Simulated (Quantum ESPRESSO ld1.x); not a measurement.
The numbers below are computed, except where a source is named.
Orbital energies (hartree) of neutral indium, [Kr] 4d10 5s2 5p1: non-relativistic, with first-order perturbation theory as ld1.x prints it (mass-velocity, Darwin and spin-orbit terms), and from the self-consistent Dirac equation with open shells shared by 2j + 1. Spin-unpolarised spherical Kohn-Sham, LDA (Slater exchange, Perdew-Zunger correlation), point nucleus, ld1.x of Quantum ESPRESSO 7.5.

| orbital | non-rel. | first order | Dirac |
|---|---|---|---|
| 1s1/2 | -983.648 | -1020.83 | -1018.09 |
| 2s1/2 | -144.079 | -153.357 | -152.428 |
| 2p1/2 | -134.629 | -143.486 | -142.228 |
| 2p3/2 | -134.629 | -136.334 | -134.490 |
| 3s1/2 | -27.2207 | -29.2415 | -28.9066 |
| 3p1/2 | -23.3459 | -25.1703 | -24.7847 |
| 3p3/2 | -23.3459 | -23.8884 | -23.3871 |
| 3d3/2 | -16.1400 | -16.5560 | -16.0684 |
| 3d5/2 | -16.1400 | -16.2686 | -15.7817 |
| 4s1/2 | -4.0622 | -4.4778 | -4.3870 |
| 4p1/2 | -2.7954 | -3.1279 | -3.0374 |
| 4p3/2 | -2.7954 | -2.9023 | -2.7900 |
| 4d3/2 | -0.7300 | -0.7821 | -0.7064 |
| 4d5/2 | -0.7300 | -0.7498 | -0.6746 |
| 5s1/2 | -0.2907 | -0.3274 | -0.3117 |
| 5p1/2 | -0.1020 | -0.1179 | -0.1074 |
| 5p3/2 | -0.1020 | -0.1072 | -0.0957 |

First order keeps the non-relativistic potential frozen, so it lacks the indirect effect: the contracted s and p shells screen the nucleus better and push d and f levels up in the self-consistent Dirac solution.
